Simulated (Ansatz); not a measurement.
C4H10ClGaO, singlet, geometry from GFN2-xTB (such geometries of metal compounds can be far from the true shape), atoms displaced at random by about 0.08 Å a coordinate; HF/STO-3G, gradient run with Ansatz (a quantum-chemistry and plane-wave program).

Ansatz was given this input:
Ansatz 0.2 input:
```yaml
crystal:
  periodic: [false, false, false]
  atoms:
    - {symbol: Ga, position_ang: [-0.17451150, 0.02573958, -0.30579912]}
    - {symbol: Cl, position_ang: [0.94866780, 1.82413804, 0.36961540]}
    - {symbol: C, position_ang: [-1.31644737, -0.19648014, -1.94405461]}
    - {symbol: C, position_ang: [-1.46856377, 1.16430327, -2.80913202]}
    - {symbol: H, position_ang: [-2.41157282, -0.43487601, -1.66560920]}
    - {symbol: H, position_ang: [-1.10862675, -0.82617423, -2.54210142]}
    - {symbol: H, position_ang: [-0.49650225, 1.46049454, -3.04284005]}
    - {symbol: H, position_ang: [-2.01313429, 2.04612141, -2.22300570]}
    - {symbol: H, position_ang: [-2.16796782, 0.99325226, -3.50328088]}
    - {symbol: O, position_ang: [-0.24786884, -1.52791973, 0.73530464]}
    - {symbol: C, position_ang: [0.26204106, -2.06008802, 1.61730542]}
    - {symbol: C, position_ang: [1.35417754, -1.39200808, 2.61177268]}
    - {symbol: H, position_ang: [-0.46028426, -2.42272814, 2.23430352]}
    - {symbol: H, position_ang: [0.93742086, -3.02599895, 1.42029814]}
    - {symbol: H, position_ang: [0.80690864, -0.41705294, 2.88971758]}
    - {symbol: H, position_ang: [1.64096883, -1.76842370, 3.46059458]}
    - {symbol: H, position_ang: [2.31964528, -0.94135583, 1.93328314]}
basis:
  gaussian:
    orbitals: STO-3G
hamiltonian:
  xc: hf
output: {forces: true}
```

### Question
Write the output that Ansatz gives for this input, abridged.

### Answer

```
Functional definition: HF
782 factors; integrals over basis functions are off by at most 9.9e-5 eV
mean field evaluation 1: about -70327.1915 eV, gradient 2.3e1 eV
mean field evaluation 2: about -70327.5141 eV, gradient 2.3e1 eV
mean field evaluation 4: about -70330.0583 eV, gradient 2.3e0 eV
mean field evaluation 8: about -70330.0931 eV, gradient 1.3e-2 eV
mean field -70330.09311566 eV, -2584.5832505511 hartree, gradient 1.9e-5 eV, S^2 0.000000; 0 other end points of the search recorded, 0 dependent functions left out
the calculation of the forces begins
reference -70330.09311566 eV, -2584.5832505511 hartree; 45, 45 occupied and 17, 17 virtual orbitals, 782 factors
Total energy: -70330.09311566 eV, -2584.5832505511 hartree
Atom 0 at    -0.174512     0.025740    -0.305799 Å, force    -0.347941    -2.998845     1.406686 eV/Å
Atom 1 at     0.948668     1.824138     0.369615 Å, force    -1.415098    -2.416427    -0.747513 eV/Å
Atom 2 at    -1.316447    -0.196480    -1.944055 Å, force    -6.338259    12.826195    10.943403 eV/Å
Atom 3 at    -1.468564     1.164303    -2.809132 Å, force    -0.870957     1.187145     8.299917 eV/Å
Atom 4 at    -2.411573    -0.434876    -1.665609 Å, force     2.731103     0.286501     0.043000 eV/Å
Atom 5 at    -1.108627    -0.826174    -2.542101 Å, force     4.365598   -10.717182    -9.406478 eV/Å
Atom 6 at    -0.496502     1.460495    -3.042840 Å, force     1.491432     1.013050    -1.762427 eV/Å
Atom 7 at    -2.013134     2.046121    -2.223006 Å, force     2.352928    -2.828055    -1.086101 eV/Å
Atom 8 at    -2.167968     0.993252    -3.503281 Å, force    -2.163196    -1.053485    -4.702534 eV/Å
Atom 9 at    -0.247869    -1.527920     0.735305 Å, force    -8.782287    16.473285   -21.855839 eV/Å
Atom 10 at     0.262041    -2.060088     1.617305 Å, force    15.949901   -13.468588    17.168892 eV/Å
Atom 11 at     1.354178    -1.392008     2.611773 Å, force    -1.565550    10.489718    -9.903913 eV/Å
Atom 12 at    -0.460284    -2.422728     2.234304 Å, force    -2.963905    -2.159083     3.956967 eV/Å
Atom 13 at     0.937421    -3.025999     1.420298 Å, force    -2.151035     1.633639    -0.946102 eV/Å
Atom 14 at     0.806909    -0.417053     2.889718 Å, force     1.533170    -1.699022    -0.060381 eV/Å
Atom 15 at     1.640969    -1.768424     3.460595 Å, force     2.006760    -4.071593     5.595158 eV/Å
Atom 16 at     2.319645    -0.941356     1.933283 Å, force    -3.832662    -2.497254     3.057264 eV/Å
Dipole moment:    -0.306028    -0.164438    -0.328211 e Å
```
